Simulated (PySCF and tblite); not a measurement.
Results of a calculation; reference values are marked as such.
2 E/Z isomers of C3H6BFO2, numbered alike:

| isomer | SMILES | descriptors |
| --- | --- | --- |
| A | [CH3:1]/[C:2]([F:3])=[CH:4]/[B:5]([OH:6])[OH:7] | 2=4 Z |
| B | [CH3:1]/[C:2]([F:3])=[CH:4]\[B:5]([OH:6])[OH:7] | 2=4 E |

Each isomer is a Boltzmann average at 298.15 K over at most 6 conformers: GFN2-xTB geometries, energies B3LYP/pcSseg-1 (IEF-PCM, methanol) (D3(BJ) added where defined), GIAO shieldings B3LYP/pcSseg-1 (IEF-PCM, methanol), GFN2-xTB thermal terms. Programs: PySCF with density fitting and tblite.

(1) What shifts does each isomer give (ppm)?

(2) Which carbons tell the isomers apart best?

H on N, O and S are left out: they exchange, and hydrogen bonds move them by several ppm. Shifts are unscaled: against experiment ¹³C can be off by 15 ppm or more and ¹H by 0.8 ppm.

## Answers

(1) 
A: ¹H (against TMS): 4.68 (H4, 1H), 2.22 (H1, 3H). ¹³C (against TMS): 189.0 (C2), 104.4 (C4), 24.1 (C1).

B: ¹H (against TMS): 4.84 (H4, 1H), 2.49 (H1, 3H). ¹³C (against TMS): 190.4 (C2), 100.2 (C4), 20.0 (C1). H not on carbon is left out.

(2) C4: 104.4 in A, 100.2 in B; C1: 24.1 in A, 20.0 in B ppm.
